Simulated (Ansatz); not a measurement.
A nudged elastic band was laid between two geometries of a periodic cell of 19 atoms, PdC₁₈ (surface graphene monolayer, adsorbate Pd).

Theory: DFT PBE, scalar-relativistic, plane waves, PAW (Ansatz). Settings: cutoff 420 eV, k mesh 2x2x1, gaussian smearing 0.02 eV, no spin polarisation.

```json
{
 "movable images": "5",
 "climbing image": "yes",
 "spring": "10.0 eV/Å²",
 "optimiser": "quadratic models (default)",
 "start path": "straight line",
 "force threshold": "0.05 eV/Å",
 "iteration limit": "14",
 "end points": "relaxed"
}
```

Image 0:

```xyz
19
Lattice="7.3980 0.0000 0.0000 -3.6990 6.4069 0.0000 0.0000 0.0000 13.0000" Properties=species:S:1:pos:R:3
C 0.018 0.016 0.980
C 1.250 0.736 0.980
C -1.215 2.151 0.953
C 0.013 2.873 0.963
C -2.445 4.286 0.965
C -1.216 5.009 0.953
C 2.484 0.016 0.977
C 3.715 0.736 0.978
C 1.241 2.142 1.023
C 2.483 2.859 1.131
C 0.014 4.287 0.961
C 1.240 5.017 1.020
C 4.950 0.016 0.979
C 6.182 0.737 0.978
C 3.727 2.143 1.020
C 4.952 2.873 0.963
C 2.483 4.301 1.131
C 3.726 5.017 1.024
Pd 2.476 3.579 3.171
```

Image 6:

Only the atoms that move by more than 0.05 Å are listed.
```
C5 -2.459 4.304 1.010
C9 1.232 2.168 0.959
C10 2.466 2.856 0.983
C11 -0.007 4.304 1.010
C12 1.223 5.015 1.070
C15 3.700 2.168 0.959
C17 2.466 4.294 1.075
Pd19 2.466 4.672 3.136
```

(1) What changes between the two ends?

(2) Give the energies along the band, and the barrier.

Answers

(1) The atom that moves furthest is Pd19, by 1.09 Å.

(2) It did not converge within its limit. The highest image is number 4 of 0 to 6, 0.057 eV above the first end and 0.017 eV above the last; the last end lies 0.040 eV above the first. The band didn't meet its force threshold, so its energies are provisional: the largest band force was still 0.09 eV/Å, and over the last iterations the top stayed at 0.06 eV. Limits of this set-up: coarse k mesh, slab without dipole correction.

```
image  path coordinate (Å)  energy (eV)
    0                 0.00        0.000
    1                 0.21        0.012
    2                 0.43        0.033
    3                 0.64        0.043
    4                 0.86        0.057
    5                 1.09        0.033
    6                 1.32        0.040
```

Run time: 11 min on 1 thread of Intel(R) Xeon(R) Platinum 8175M CPU @ 2.50GHz (Skylake/Cascade Lake), on a shared host, peak memory 1.1 GiB.
